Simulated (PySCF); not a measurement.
Compound: C₃H₅BO₂.
SMILES: `C#CCB(O)O`

Torsions of this conformer, `[CH:1]#[C:2][CH2:3][B:4]([OH:5])[OH:6]`: C2–C3–B4–O5 -5°, H–O5–B4–C3 1°, H–O6–B4–C3 179°.

The closed-shell ground state was solved at several levels (PySCF, density fitting, gas phase, non-relativistic). Isolated species at its PBE0-D3(BJ)/def2-SVP geometry (one conformer only).

```
           level  basis functions  total energy (Eh)  HOMO (eV)  LUMO (eV)  gap (eV)  dipole (D)
     B3LYP/pcJ-1              212          -292.7022      -7.61       0.74      8.35        0.69
wB97X-D/pcSseg-2              286          -292.7017      -9.72       2.14     11.86        0.56
   PBE0/pcSseg-1              127          -292.3120      -7.86       1.00      8.86        0.67
```

Problem. What might CAM-B3LYP/def2-SVPD (166 basis functions) give for the same quantities?

Solution. Total energy -292.3537 Eh, HOMO -9.26 eV, LUMO 0.60 eV, gap 9.86 eV, dipole 0.60 D.

Problem. Over all these levels, which gives the widest orbital gap and which the narrowest?

Solution. wB97X-D/pcSseg-2 (range-separated hybrid) has the widest, 11.86 eV, and B3LYP/pcJ-1 (global hybrid, 20 % exact exchange) the narrowest, 8.35 eV. Functional and basis both differ between the two, so the spread mixes both effects.

Problem. How far do the dipole and the HOMO energy spread over the levels?

Solution. The dipole runs from 0.56 to 0.69 D (mean 0.63 D) and the HOMO from -9.72 to -7.61 eV.

wB97X-D is run here without its empirical dispersion term; that term would change no orbital, density or response property at a fixed geometry.
